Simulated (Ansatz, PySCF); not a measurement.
SnH3, SMILES [SnH3+], charge +1. Atoms are numbered in the order given.

```xyz
4

Sn     0.0000     0.0000     0.0000
H      1.6863     0.0000     0.0000
H     -0.8431     1.4604     0.0000
H     -0.8431    -1.4604     0.0000
```
Charge +1, spin multiplicity 1.

Geometry: PBE0-D3(BJ)/def2-TZVPD. The spin state was assumed, not searched. The isomer is the one that the SMILES or the coordinates give; other isomers of the formula were not compared. The def2 effective core potentials stand for the cores of Sn; spin–orbit coupling is left out.

Two levels are set side by side: PBE-D3(BJ)/def2-TZVPD (Ansatz, an electronic-structure program) and PBE0-D3(BJ)/def2-TZVPD (Ansatz). Each level has its own optimised geometry; the coordinates shown are those of the second. Frequencies come from the Hessian of PySCF at each geometry. Differences are taken from unrounded values.

```json
[
 {"quantity": "mean bond length (Å)", "PBE0-D3(BJ)": "1.686", "PBE-D3(BJ)": "1.702", "PBE-D3(BJ) minus PBE0-D3(BJ)": "0.015"},
 {"quantity": "bond Sn1–H2 (Å)", "PBE0-D3(BJ)": "1.686", "PBE-D3(BJ)": "1.702", "PBE-D3(BJ) minus PBE0-D3(BJ)": "0.015"},
 {"quantity": "bond Sn1–H3 (Å)", "PBE0-D3(BJ)": "1.686", "PBE-D3(BJ)": "1.702", "PBE-D3(BJ) minus PBE0-D3(BJ)": "0.015"},
 {"quantity": "bond Sn1–H4 (Å)", "PBE0-D3(BJ)": "1.686", "PBE-D3(BJ)": "1.702", "PBE-D3(BJ) minus PBE0-D3(BJ)": "0.015"},
 {"quantity": "highest harmonic wavenumber (cm⁻¹)", "PBE0-D3(BJ)": "2052", "PBE-D3(BJ)": "1972", "PBE-D3(BJ) minus PBE0-D3(BJ)": "-80"},
 {"quantity": "mean harmonic wavenumber (cm⁻¹)", "PBE0-D3(BJ)": "1356", "PBE-D3(BJ)": "1300", "PBE-D3(BJ) minus PBE0-D3(BJ)": "-56"},
 {"quantity": "zero-point energy (kcal/mol)", "PBE0-D3(BJ)": "11.63", "PBE-D3(BJ)": "11.15", "PBE-D3(BJ) minus PBE0-D3(BJ)": "-0.48"}
]
```

GGA bonds tend to be longer and softer than those of functionals with exact exchange. Differences between two approximate levels are no errors against the true value.
